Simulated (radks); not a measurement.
These are the eigenvalues of the occupied orbitals of an atom or ion with whole-number occupations (hartree). All-electron calculation, Dirac Kohn-Sham, exchange-only PBE, spin-unpolarised, spherical densities, finite nucleus; Fermi nuclear charge, rms radius of each element as measured or else 0.836 A^(1/3) + 0.57 fm. Program: a radial shooting solver on a logarithmic mesh with Libxc functionals.

1s1/2: -3355.063

Which element is it, and in what charge state? The configuration may be excited. Open shells, if any, fill j = l - 1/2 first.

Answer. Z = 79, gold, charge +77: Au77+ in [He]. The 1s level, -3355.1 hartree, gives Z - s = 81.9 by -(Z - s)^2/2, which with screening and relativity narrows Z to a few neighbours, and the depths must fix Z and the occupations together.
